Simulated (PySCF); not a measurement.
## SeN⁻: one state, many levels of theory

State: ³Σ⁻ (triplet), unpaired electrons π ↑↑. Set-up: basis Se aug-pcseg-1, N aug-pcseg-1; no relativity; PySCF 2.14. De refers to Se⁻ + N in their high-spin ground configurations, without counterpoise correction. The functionals are run spin-unrestricted. A positive dipole points towards N; it is taken about the centre of mass and depends on that origin.

```json
{"Level": "ROHF", "Re (Å)": "1.833", "ωe (cm⁻¹)": "654", "De (eV)": "n/a", "μ (D)": "-1.12"}
{"Level": "ROHF-MP2", "Re (Å)": "1.744", "ωe (cm⁻¹)": "718", "De (eV)": "n/a", "μ (D)": "n/a"}
{"Level": "ROHF-SCS-MP2", "Re (Å)": "1.760", "ωe (cm⁻¹)": "691", "De (eV)": "n/a", "μ (D)": "n/a"}
{"Level": "PBE", "Re (Å)": "1.786", "ωe (cm⁻¹)": "722", "De (eV)": "3.83", "μ (D)": "-2.53"}
{"Level": "PW91", "Re (Å)": "1.786", "ωe (cm⁻¹)": "721", "De (eV)": "3.84", "μ (D)": "-2.56"}
{"Level": "BP86", "Re (Å)": "1.791", "ωe (cm⁻¹)": "715", "De (eV)": "3.82", "μ (D)": "-2.52"}
{"Level": "r²SCAN", "Re (Å)": "1.780", "ωe (cm⁻¹)": "733", "De (eV)": "3.32", "μ (D)": "-2.36"}
{"Level": "M06-L", "Re (Å)": "1.776", "ωe (cm⁻¹)": "742", "De (eV)": "3.46", "μ (D)": "-2.57"}
{"Level": "PBE0", "Re (Å)": "1.769", "ωe (cm⁻¹)": "752", "De (eV)": "3.26", "μ (D)": "-2.38"}
{"Level": "LC-ωPBE", "Re (Å)": "1.747", "ωe (cm⁻¹)": "795", "De (eV)": "3.02", "μ (D)": "-2.52"}
```

Task: What does a quarter of exact exchange do here, going from PBE to PBE0?

Result: PBE0 less PBE: -1.7 pm in Re, +4.2 % in ωe, -0.57 eV in De. Exact exchange removes part of the self-interaction that spreads semilocal densities, and in most molecules shortens and stiffens the bond and lowers De; so it does here.

Task: What does second-order correlation do here, going from ROHF to ROHF-MP2?

Result: ROHF-MP2 less ROHF: -8.9 pm in Re, +9.8 % in ωe. Correlation nearly always deepens the well. The bond shortens, as in weak, metallic or heavy-atom bonds, where dispersion and the correlation of outer-core electrons pull the atoms together.

Correlated steps freeze 10 core orbitals. Spin–orbit coupling is left out. For an ion De counts to the pair picked by the measured ionisation energies or electron affinities, which need not be the lowest pair at this level. The highest Kohn–Sham level is positive in this anion. Much of that is self-interaction error, but it also means that the finite basis helps to hold the extra electron. The state is the lowest determinant that a PBE0 search found; another state may lie lower at other levels.

The whole job (state search and all levels along the bond) took about 2.9 min on 1 thread of Arm Neoverse V2 (shared host), peak memory 0.87 GiB.
